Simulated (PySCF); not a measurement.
# Correlation energy of Ho²⁺ (holmium, charge +2)

[Xe] 4f10 6p1, one real determinant (an excited configuration). All numbers are calculated (PySCF 2.14, scalar relativity by spin-free X2C-1e, in x2c-TZVPPall). Frozen: [Ar] 3d10; 37 electrons correlated.

MP2 pair energies summed by pair of shells (mhartree):

```tsv
pair	energy	share (%)
4d-4f	-298.37	22.2
4f-4f	-298.17	22.2
4f-5p	-187.04	13.9
5p-5p	-120.94	9.0
4d-4d	-115.78	8.6
4d-5p	-63.00	4.7
4f-5s	-41.46	3.1
4p-4d	-39.00	2.9
4p-4f	-37.01	2.8
5s-5p	-31.30	2.3
4d-5s	-23.85	1.8
4s-4d	-16.88	1.3
4s-4f	-15.27	1.1
5p-6p	-13.65	1.0
4p-4p	-9.78	0.7
4p-5p	-8.47	0.6
5s-5s	-6.07	0.5
4f-6p	-5.86	0.4
4p-5s	-4.38	0.3
4s-4p	-4.22	0.3
4s-4s	-1.35	0.1
4d-6p	-1.24	0.1
4s-5p	-0.91	0.1
4s-5s	-0.78	0.1
5s-6p	-0.71	0.1
4p-6p	-0.15	0.0
4s-6p	-0.02	0.0
```

Total MP2 correlation energy: -1345.6 mhartree.

Same-spin part -517.55 and opposite-spin part -828.09 mhartree; SCS-MP2 scales them by 1/3 and 6/5 to -1166.2 mhartree.

The reference is one real determinant that mixes LS terms of this configuration.

This basis was not built for core-valence correlation, so the inner-shell part is incomplete.
